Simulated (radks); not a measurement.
Q: These are the eigenvalues of the occupied orbitals of an atom or ion with whole-number occupations (hartree). All-electron calculation, scalar-relativistic Kohn-Sham, BLYP, spin-polarised, spherical densities, finite nucleus; Fermi nuclear charge, rms radius of each element as measured or else 0.836 A^(1/3) + 0.57 fm. Program: a radial shooting solver on a logarithmic mesh with Libxc functionals.

orbital  eigenvalue
1s up     -2108.530
1s down   -2108.529
2s up     -354.4902
2s down   -354.4877
2p up     -313.6207
2p down   -313.6187
3s up     -79.69604
3s down   -79.64700
3p up     -67.26108
3p down   -67.21208
3d up     -51.67349
3d down   -51.63554
4s up     -16.00428
4s down   -15.89950
4p up     -11.90821
4p down   -11.80537
4d up      -6.41844
4d down    -6.31774
5s up      -2.11746
5s down    -2.05986
5p up      -1.14859
5p down    -1.09975
4f up      -0.42175
4f down    -0.32981
6s up      -0.20096
5d up      -0.12250
6p up      -0.07397

Which element is it, and in what charge state? The configuration may be excited. Open shells, if any, are filled with parallel spins first.

A: Z = 68, erbium, charge 0: Er in [Xe] 4f11 5d1 6s1 6p1. The list shows which subshells hold electrons but not how many an open one holds; the 1s level, -2108.5 hartree, gives Z - s = 64.9 by -(Z - s)^2/2, which with screening and relativity narrows Z to a few neighbours, and the depths of the outer levels then fix element, charge and occupations together.
